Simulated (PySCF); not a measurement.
**Functional dependence of a UV spectrum**

m-toluidine, C₇H₉N.
InChI=1S/C7H9N/c1-6-3-2-4-7(8)5-6/h2-5H,8H2,1H3

Linear-response calculations in the def2-SVPD basis (PySCF; singlets by full response, triplets Tamm–Dancoff, core orbitals frozen in the response; HF means time-dependent Hartree–Fock). 'Strongest' is the level of largest summed f among the singlets computed (10 roots, of which the last may lack a degenerate partner); it can jump between rows when another state enters that window. S1 is the lowest singlet of each run and needn't be the same state throughout; f(S1) is that of one state. Isolated species at its PBE0-D3(BJ)/def2-SVP geometry, gas phase.

```json
{"functional": "LDA", "kind": "LDA", "S1 (eV)": "4.33", "f(S1)": "0.031", "strongest (eV)": "6.22", "T1 (eV)": "3.70", "HOMO (eV)": "-5.03", "gap (eV)": "3.89", "ionisation energy, ΔSCF (eV)": "7.79"}
{"functional": "PBE", "kind": "GGA", "S1 (eV)": "4.37", "f(S1)": "0.031", "strongest (eV)": "6.24", "T1 (eV)": "3.67", "HOMO (eV)": "-4.85", "gap (eV)": "3.94", "ionisation energy, ΔSCF (eV)": "7.56"}
{"functional": "B3LYP", "kind": "global hybrid, 20% exact exchange", "S1 (eV)": "4.67", "f(S1)": "0.038", "strongest (eV)": "6.46", "T1 (eV)": "3.85", "HOMO (eV)": "-5.65", "gap (eV)": "5.42", "ionisation energy, ΔSCF (eV)": "7.65"}
{"functional": "PBE0", "kind": "global hybrid, 25% exact exchange", "S1 (eV)": "4.77", "f(S1)": "0.039", "strongest (eV)": "6.57", "T1 (eV)": "3.83", "HOMO (eV)": "-5.85", "gap (eV)": "5.81", "ionisation energy, ΔSCF (eV)": "7.64"}
{"functional": "BHandHLYP", "kind": "global hybrid, 50% exact exchange", "S1 (eV)": "5.04", "f(S1)": "0.046", "strongest (eV)": "6.81", "T1 (eV)": "3.80", "HOMO (eV)": "-6.69", "gap (eV)": "7.64", "ionisation energy, ΔSCF (eV)": "7.54"}
{"functional": "CAM-B3LYP", "kind": "range-separated hybrid", "S1 (eV)": "4.87", "f(S1)": "0.041", "strongest (eV)": "6.67", "T1 (eV)": "3.86", "HOMO (eV)": "-7.04", "gap (eV)": "8.06", "ionisation energy, ΔSCF (eV)": "7.72"}
{"functional": "wB97X-D", "kind": "range-separated hybrid", "S1 (eV)": "4.88", "f(S1)": "0.041", "strongest (eV)": "6.66", "T1 (eV)": "3.96", "HOMO (eV)": "-7.59", "gap (eV)": "9.27", "ionisation energy, ΔSCF (eV)": "7.70"}
{"functional": "LC-wPBE", "kind": "range-separated hybrid", "S1 (eV)": "5.00", "f(S1)": "0.040", "strongest (eV)": "6.86", "T1 (eV)": "3.76", "HOMO (eV)": "-8.27", "gap (eV)": "10.32", "ionisation energy, ΔSCF (eV)": "7.81"}
{"functional": "HF", "kind": "Hartree–Fock", "S1 (eV)": "5.41", "f(S1)": "0.054", "strongest (eV)": "7.14", "T1 (eV)": "3.39", "HOMO (eV)": "-7.87", "gap (eV)": "10.64", "ionisation energy, ΔSCF (eV)": "not settled"}
```

S1 runs from 4.33 eV (LDA) to 5.41 eV (HF), a spread of 1.08 eV, while the orbital gap spreads over 6.8 eV. Along PBE (0%), B3LYP (20%), PBE0 (25%), BHandHLYP (50%), HF (100%) S1 rises with the share of exact exchange. −ε(HOMO) comes closest to its own ΔSCF ionisation energy with wB97X-D (-0.11 eV) and misses most with LDA (-2.76 eV). 'Not settled' means that the ion's SCF failed to converge or may have ended in another state than the lowest.
